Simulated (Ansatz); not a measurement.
Ansatz (an electronic-structure program) input (HF/3-21G): The .json file is the Basis Set Exchange's 3-21G.

Ansatz 0.2 input:
```yaml
crystal:
  periodic: [false, false, false]
  atoms:
    - {symbol: O, position_ang: [-1.17314262, 0.30427383, -1.34628576]}
    - {symbol: B, position_ang: [-0.61131091, -0.02446496, -0.24644085]}
    - {symbol: O, position_ang: [-1.20511196, -0.64057187, 0.90420542]}
    - {symbol: P, position_ang: [1.36717956, 0.29883104, 0.27662472]}
    - {symbol: H, position_ang: [-2.15101042, -0.77389926, 0.75144092]}
    - {symbol: H, position_ang: [1.70809978, -0.96833726, 0.84526352]}
    - {symbol: H, position_ang: [2.01780856, 0.07247998, -0.97722812]}
basis:
  gaussian:
    orbitals: 3-21G.json
hamiltonian:
  xc: {name: HF}
total_charge: -1
phonons: {temperatures: {t_min: 298.15, t_max: 298.15, t_step: 100}}
```

Output:

```
Functional definition: HF
integrals: 0.01 GiB planned
535 factors; integrals over basis functions are off by at most 3.8e-4 eV
mean field: 0.10 GiB planned
mean field evaluation 1: about -13991.2620 eV, gradient 3.1e1 eV
mean field evaluation 2: about -13991.4641 eV, gradient 3.2e1 eV
mean field evaluation 4: about -13994.0795 eV, gradient 2.8e0 eV
mean field evaluation 8: about -13994.1233 eV, gradient 1.2e-1 eV
mean field -13994.12339638 eV, -514.2745492593 hartree, gradient 3.9e-5 eV, S^2 0.000000; 0 other end points of the search recorded, 0 dependent functions left out
the calculation of the forces begins
reference -13994.12339638 eV, -514.2745492593 hartree; 20, 20 occupied and 26, 26 virtual orbitals, 535 factors
these checks for a lower state are left out or cut short: stability, starts, cluster_reference, orbital_swaps, neighbouring_geometries, increment
integrals: 0.01 GiB planned
535 factors; integrals over basis functions are off by at most 3.8e-4 eV
mean field: 0.10 GiB planned
mean field evaluation 16: about -13994.1233 eV, gradient 2.7e-3 eV
mean field -13994.12334223 eV, -514.2745472693 hartree, gradient 1.7e-6 eV, S^2 0.000000; 0 other end points of the search recorded, 0 dependent functions left out
the calculation of the forces begins
reference -13994.12334223 eV, -514.2745472693 hartree; 20, 20 occupied and 26, 26 virtual orbitals, 535 factors
these checks for a lower state are left out or cut short: stability, starts, cluster_reference, orbital_swaps, neighbouring_geometries, increment
integrals: 0.01 GiB planned
535 factors; integrals over basis functions are off by at most 3.8e-4 eV
mean field: 0.10 GiB planned
mean field -13994.12334134 eV, -514.2745472369 hartree, gradient 1.7e-6 eV, S^2 0.000000; 0 other end points of the search recorded, 0 dependent functions left out
the calculation of the forces begins
reference -13994.12334134 eV, -514.2745472369 hartree; 20, 20 occupied and 26, 26 virtual orbitals, 535 factors
these checks for a lower state are left out or cut short: stability, starts, cluster_reference, orbital_swaps, neighbouring_geometries, increment
integrals: 0.01 GiB planned
535 factors; integrals over basis functions are off by at most 3.8e-4 eV
mean field: 0.10 GiB planned
mean field evaluation 32: about -13993.8090 eV, gradient 4.2e-3 eV
mean field -13994.12337216 eV, -514.2745483693 hartree, gradient 1.7e-6 eV, S^2 0.000000; 0 other end points of the search recorded, 0 dependent functions left out
the calculation of the forces begins
reference -13994.12337216 eV, -514.2745483693 hartree; 20, 20 occupied and 26, 26 virtual orbitals, 535 factors
these checks for a lower state are left out or cut short: stability, starts, cluster_reference, orbital_swaps, neighbouring_geometries, increment
integrals: 0.01 GiB planned
535 factors; integrals over basis functions are off by at most 3.8e-4 eV
mean field: 0.10 GiB planned
mean field -13994.12337182 eV, -514.2745483570 hartree, gradient 1.7e-6 eV, S^2 0.000000; 0 other end points of the search recorded, 0 dependent functions left out
the calculation of the forces begins
reference -13994.12337182 eV, -514.2745483570 hartree; 20, 20 occupied and 26, 26 virtual orbitals, 535 factors
these checks for a lower state are left out or cut short: stability, starts, cluster_reference, orbital_swaps, neighbouring_geometries, increment
integrals: 0.01 GiB planned
535 factors; integrals over basis functions are off by at most 3.8e-4 eV
mean field: 0.10 GiB planned
mean field -13994.12322164 eV, -514.2745428380 hartree, gradient 1.7e-6 eV, S^2 0.000000; 0 other end points of the search recorded, 0 dependent functions left out
the calculation of the forces begins
reference -13994.12322164 eV, -514.2745428380 hartree; 20, 20 occupied and 26, 26 virtual orbitals, 535 factors
these checks for a lower state are left out or cut short: stability, starts, cluster_reference, orbital_swaps, neighbouring_geometries, increment
integrals: 0.01 GiB planned
535 factors; integrals over basis functions are off by at most 3.8e-4 eV
mean field: 0.10 GiB planned
mean field evaluation 64: about -13994.1232 eV, gradient 1.5e-4 eV
mean field -13994.12322357 eV, -514.2745429089 hartree, gradient 1.7e-6 eV, S^2 0.000000; 0 other end points of the search recorded, 0 dependent functions left out
the calculation of the forces begins
reference -13994.12322357 eV, -514.2745429089 hartree; 20, 20 occupied and 26, 26 virtual orbitals, 535 factors
these checks for a lower state are left out or cut short: stability, starts, cluster_reference, orbital_swaps, neighbouring_geometries, increment
integrals: 0.01 GiB planned
535 factors; integrals over basis functions are off by at most 3.8e-4 eV
mean field: 0.10 GiB planned
[...]
the calculation of the forces begins
reference -13994.12338240 eV, -514.2745487455 hartree; 20, 20 occupied and 26, 26 virtual orbitals, 535 factors
these checks for a lower state are left out or cut short: stability, starts, cluster_reference, orbital_swaps, neighbouring_geometries, increment
integrals: 0.01 GiB planned
535 factors; integrals over basis functions are off by at most 3.8e-4 eV
mean field: 0.10 GiB planned
mean field evaluation 288: about -13994.1234 eV, gradient 2.9e-6 eV
mean field -13994.12338642 eV, -514.2745488935 hartree, gradient 1.7e-6 eV, S^2 0.000000; 0 other end points of the search recorded, 0 dependent functions left out
the calculation of the forces begins
reference -13994.12338642 eV, -514.2745488935 hartree; 20, 20 occupied and 26, 26 virtual orbitals, 535 factors
these checks for a lower state are left out or cut short: stability, starts, cluster_reference, orbital_swaps, neighbouring_geometries, increment
integrals: 0.01 GiB planned
535 factors; integrals over basis functions are off by at most 3.8e-4 eV
mean field: 0.10 GiB planned
mean field -13994.12338624 eV, -514.2745488868 hartree, gradient 1.7e-6 eV, S^2 0.000000; 0 other end points of the search recorded, 0 dependent functions left out
the calculation of the forces begins
reference -13994.12338624 eV, -514.2745488868 hartree; 20, 20 occupied and 26, 26 virtual orbitals, 535 factors
these checks for a lower state are left out or cut short: stability, starts, cluster_reference, orbital_swaps, neighbouring_geometries, increment
integrals: 0.01 GiB planned
535 factors; integrals over basis functions are off by at most 3.8e-4 eV
mean field: 0.10 GiB planned
mean field -13994.12334741 eV, -514.2745474600 hartree, gradient 1.7e-6 eV, S^2 0.000000; 0 other end points of the search recorded, 0 dependent functions left out
the calculation of the forces begins
reference -13994.12334741 eV, -514.2745474600 hartree; 20, 20 occupied and 26, 26 virtual orbitals, 535 factors
these checks for a lower state are left out or cut short: stability, starts, cluster_reference, orbital_swaps, neighbouring_geometries, increment
integrals: 0.01 GiB planned
535 factors; integrals over basis functions are off by at most 3.8e-4 eV
mean field: 0.10 GiB planned
mean field -13994.12334805 eV, -514.2745474834 hartree, gradient 1.7e-6 eV, S^2 0.000000; 0 other end points of the search recorded, 0 dependent functions left out
the calculation of the forces begins
reference -13994.12334805 eV, -514.2745474834 hartree; 20, 20 occupied and 26, 26 virtual orbitals, 535 factors
these checks for a lower state are left out or cut short: stability, starts, cluster_reference, orbital_swaps, neighbouring_geometries, increment
integrals: 0.01 GiB planned
535 factors; integrals over basis functions are off by at most 3.8e-4 eV
mean field: 0.10 GiB planned
mean field evaluation 320: about -13993.8090 eV, gradient 4.0e-3 eV
mean field -13994.12337903 eV, -514.2745486219 hartree, gradient 1.7e-6 eV, S^2 0.000000; 0 other end points of the search recorded, 0 dependent functions left out
the calculation of the forces begins
reference -13994.12337903 eV, -514.2745486219 hartree; 20, 20 occupied and 26, 26 virtual orbitals, 535 factors
these checks for a lower state are left out or cut short: stability, starts, cluster_reference, orbital_swaps, neighbouring_geometries, increment
integrals: 0.01 GiB planned
535 factors; integrals over basis functions are off by at most 3.8e-4 eV
mean field: 0.10 GiB planned
mean field -13994.12337913 eV, -514.2745486254 hartree, gradient 1.7e-6 eV, S^2 0.000000; 0 other end points of the search recorded, 0 dependent functions left out
the calculation of the forces begins
reference -13994.12337913 eV, -514.2745486254 hartree; 20, 20 occupied and 26, 26 virtual orbitals, 535 factors
these checks for a lower state are left out or cut short: stability, starts, cluster_reference, orbital_swaps, neighbouring_geometries, increment
integrals: 0.01 GiB planned
535 factors; integrals over basis functions are off by at most 3.8e-4 eV
mean field: 0.10 GiB planned
mean field -13994.12337820 eV, -514.2745485913 hartree, gradient 1.7e-6 eV, S^2 0.000000; 0 other end points of the search recorded, 0 dependent functions left out
the calculation of the forces begins
reference -13994.12337820 eV, -514.2745485913 hartree; 20, 20 occupied and 26, 26 virtual orbitals, 535 factors
these checks for a lower state are left out or cut short: stability, starts, cluster_reference, orbital_swaps, neighbouring_geometries, increment
integrals: 0.01 GiB planned
535 factors; integrals over basis functions are off by at most 3.8e-4 eV
mean field: 0.10 GiB planned
mean field evaluation 352: about -13994.1234 eV, gradient 1.5e-4 eV
mean field -13994.12337795 eV, -514.2745485821 hartree, gradient 1.7e-6 eV, S^2 0.000000; 0 other end points of the search recorded, 0 dependent functions left out
the calculation of the forces begins
reference -13994.12337795 eV, -514.2745485821 hartree; 20, 20 occupied and 26, 26 virtual orbitals, 535 factors
these checks for a lower state are left out or cut short: stability, starts, cluster_reference, orbital_swaps, neighbouring_geometries, increment
integrals: 0.01 GiB planned
535 factors; integrals over basis functions are off by at most 3.8e-4 eV
mean field: 0.10 GiB planned
mean field -13994.12338806 eV, -514.2745489538 hartree, gradient 1.7e-6 eV, S^2 0.000000; 0 other end points of the search recorded, 0 dependent functions left out
the calculation of the forces begins
reference -13994.12338806 eV, -514.2745489538 hartree; 20, 20 occupied and 26, 26 virtual orbitals, 535 factors
these checks for a lower state are left out or cut short: stability, starts, cluster_reference, orbital_swaps, neighbouring_geometries, increment
integrals: 0.01 GiB planned
535 factors; integrals over basis functions are off by at most 3.8e-4 eV
mean field: 0.10 GiB planned
mean field -13994.12338822 eV, -514.2745489594 hartree, gradient 1.7e-6 eV, S^2 0.000000; 0 other end points of the search recorded, 0 dependent functions left out
the calculation of the forces begins
reference -13994.12338822 eV, -514.2745489594 hartree; 20, 20 occupied and 26, 26 virtual orbitals, 535 factors
these checks for a lower state are left out or cut short: stability, starts, cluster_reference, orbital_swaps, neighbouring_geometries, increment
integrals: 0.01 GiB planned
535 factors; integrals over basis functions are off by at most 3.8e-4 eV
mean field: 0.10 GiB planned
mean field -13994.12334627 eV, -514.2745474179 hartree, gradient 1.7e-6 eV, S^2 0.000000; 0 other end points of the search recorded, 0 dependent functions left out
the calculation of the forces begins
reference -13994.12334627 eV, -514.2745474179 hartree; 20, 20 occupied and 26, 26 virtual orbitals, 535 factors
these checks for a lower state are left out or cut short: stability, starts, cluster_reference, orbital_swaps, neighbouring_geometries, increment
integrals: 0.01 GiB planned
535 factors; integrals over basis functions are off by at most 3.8e-4 eV
mean field: 0.10 GiB planned
mean field evaluation 384: about -13994.1194 eV, gradient 1.3e0 eV
mean field -13994.12334687 eV, -514.2745474401 hartree, gradient 1.7e-6 eV, S^2 0.000000; 0 other end points of the search recorded, 0 dependent functions left out
the calculation of the forces begins
reference -13994.12334687 eV, -514.2745474401 hartree; 20, 20 occupied and 26, 26 virtual orbitals, 535 factors
Total energy: -13994.12339638 eV, -514.2745492593 hartree
Atom 0 at    -1.173143     0.304274    -1.346286 Å, force     0.000162     0.000097    -0.000145 eV/Å
Atom 1 at    -0.611311    -0.024465    -0.246441 Å, force    -0.000110     0.000004    -0.000147 eV/Å
Atom 2 at    -1.205112    -0.640572     0.904205 Å, force    -0.000065    -0.000172     0.000313 eV/Å
Atom 3 at     1.367180     0.298831     0.276625 Å, force    -0.000237     0.000090     0.000045 eV/Å
Atom 4 at    -2.151010    -0.773899     0.751441 Å, force     0.000156     0.000079     0.000008 eV/Å
Atom 5 at     1.708100    -0.968337     0.845264 Å, force     0.000042    -0.000063    -0.000016 eV/Å
Atom 6 at     2.017809     0.072480    -0.977228 Å, force     0.000051    -0.000035    -0.000057 eV/Å
Dipole moment:    -0.033253    -0.337990     0.335811 e Å
Vibrations: 167.65 246.91 339.77 438.35 553.93 567.58 756.00 760.89 1055.37 1220.73 1231.79 1782.50 2349.90 2357.52 3852.84 cm⁻¹, zero-point energy 1.096128 eV
```

The blocks after the first are displaced geometries, from whose forces the wavenumbers follow.

The dipole moment of an ion depends on the origin.
